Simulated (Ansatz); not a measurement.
Gas-phase electronic energies from Ansatz, PBE0-D4/def2-TZVP geometries. CBS: MP2 limit from def2 TZ/QZ plus the TZ coupled-cluster correction, frozen cores. DFT in def2-TZVPP. B3LYP here is the variant with VWN-RPA as its local correlation; programs differ in this. For Ge outer-core shells are correlated without core-valence functions, which leaves a few kJ/mol of doubt a bond. Scalar relativity is left out up to krypton. One conformer a species, not always the lowest.

Reaction (ligand exchange at the Si–C bond): `NC[SiH](O)F` + `[NH2][GeH2][OH]` → `[OH][GeH2][NH][SiH](O)F` + CH₃NH₂

| level | ΔE (kcal/mol) | difference from CCSD(T)/CBS |
| --- | --- | --- |
| PBE-D4 | -22.6 | 2.7 |
| r2SCAN-D4 | -24.8 | 0.5 |
| PBE0-D4 | -23.9 | 1.4 |
| B3LYP-D4 | -25.4 | -0.1 |
| ωB97X-V | -24.6 | 0.7 |
| ωB97M-V | -24.7 | 0.6 |
| B2PLYP | -25.1 | 0.2 |
| PBE | -21.9 | 3.4 |
| r2SCAN | -24.6 | 0.7 |
| PBE0 | -23.2 | 2.1 |
| B3LYP | -24.2 | 1.1 |
| HF/def2-TZVPP | -27.0 | -1.7 |
| MP2/def2-TZVPP | -26.1 | -0.8 |
| SCS-MP2/def2-TZVPP | -26.0 | -0.7 |
| CCSD/def2-TZVPP | -25.8 | -0.5 |
| CCSD(T)/def2-TZVPP | -25.6 | -0.3 |
| HF/def2-QZVPP | -27.2 | -1.9 |
| MP2/def2-QZVPP | -25.9 | -0.6 |
| SCS-MP2/def2-QZVPP | -25.9 | -0.6 |
| HF/CBS(def2) | -27.2 | -1.9 |
| MP2/CBS(def2) | -25.8 | -0.5 |
| CCSD/CBS(def2) | -25.5 | -0.2 |
| CCSD(T)/CBS | -25.3 | 0 |

Largest T1 diagnostic among the species: 0.012.

The D4 term adds −1.2 kcal/mol with B3LYP and −0.7 kcal/mol with PBE0; it sums over pairs of atoms, weighted by their polarisabilities, and B3LYP, whose exchange is more repulsive, gets the larger term. From PBE to PBE0 (25 % exact exchange), in def2-TZVPP and without D4, ΔE moves by −1.3 kcal/mol.

CCSD(T)/CBS has its own doubt, a few kJ/mol and more with outer-core shells, so smaller differences from it don't rank the levels.
